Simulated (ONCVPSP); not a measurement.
## Before and after: ONCV potential for Ca

```json
{
  "Element": "Ca",
  "Generator": "ONCVPSP 4.0.1",
  "Type": "optimised norm-conserving Vanderbilt (ONCV)",
  "Functional": "revPBE",
  "Relativity": "scalar-relativistic",
  "Frozen core": "[Ne]",
  "Valence charge": "10",
  "Reference configuration": "3s2 3p6 4s1.75 4p0.25",
  "Partial waves": "3s+4s: rc 1.85 bohr, ncon 4, nbas 8, qcut 5.4 1/bohr, 2 projectors; 3p+4p: rc 2.40 bohr, ncon 4, nbas 7, qcut 5.5 1/bohr, 2 projectors; d scattering state at 0.3 Ha: rc 1.90 bohr, ncon 3, nbas 6, qcut 4.7 1/bohr, 2 projectors, debl 3.4 Ha",
  "Local potential": "polynomial inside 1.55 bohr (lpopt 5, dvloc0 2 Ha)",
  "Core correction": "polynomial model core, fcfact 0.6"
}
```

In the d channel the program set the typed energies aside and used -0.080, 3.320 Ha.

All-electron outer shells of the reference configuration (revPBE, scalar-relativistic, ld1.x):

| shell | level (eV) | outermost node (bohr) | outermost maximum (bohr) |
| --- | --- | --- | --- |
| 2p | -335.08 | – | 0.25 |
| 3s | -47.52 | 0.45 | 0.99 |
| 3p | -28.39 | 0.42 | 1.04 |
| 4s | -3.91 | 1.43 | 3.42 |
| 4p | -1.55 | 1.63 | 4.34 |

Change: s: rc 2.18.

Cutoffs: the cutoffs (Ha) at which the residual kinetic energy of the hardest occupied pseudo-wave falls to 1 and 0.1 mHa per electron; they do not see the model core or the augmentation charge, which bear on the density cutoff. Errors are all-electron minus pseudo energies relative to the spin-unpolarised reference configuration.

Predict the effect on cutoff, ghosts and configuration errors.

The potential gets neither clearly harder nor softer (11 Ha and 14 Ha → 11 Ha and 13 Ha); the p channel sets the loose cutoff, while the largest relative change is in s, which becomes softer; the errors of the 4 common tests hardly move; neither file shows a bound ghost.

| quantity | base | changed |
| --- | --- | --- |
| cutoff, loose | 11 Ha | 11 Ha |
| cutoff, tight | 14 Ha | 13 Ha |
| loose cutoff by channel | s 10 Ha, p 11 Ha | s 5.5 Ha, p 11 Ha |
| bound ghosts | none | none |
| GHOST(+) flags under 300 eV | none | none |
| error for 3s2 3p6 4s2 4p0, meV [ΔE -0.59 eV] | 0.0 | 0.0 |
| error for 3s2 3p6 4s1 4p0, meV [ΔE 5.67 eV] | -0.5 | -0.5 |
| error for 3s2 3p6 4s0 4p0, meV [ΔE 17.39 eV] | -5.3 | -5.7 |
| error for 3s2 3p6 4s0 4p2, meV [ΔE 4.27 eV] | -2.1 | -2.4 |
| p: phases at 2.43 bohr within 0.05 rad from the reference energy up to (Ha; the scan ends near 5) | 4.3 | 4.3 |
| d: phases at 1.93 bohr within 0.05 rad from the reference energy up to (Ha; the scan ends near 5) | 2.1 | 2.1 |
| rms error of d²Exc/dni dnj with the model core, mHa | 1.14 | 1.25 |

Base: The cutoffs count occupied waves only; projector 2 of the d channel, the hardest unoccupied one, needs 54 Ha at the loose tolerance. Changed file: The cutoffs count occupied waves only; projector 2 of the d channel, the hardest unoccupied one, needs 54 Ha at the loose tolerance.
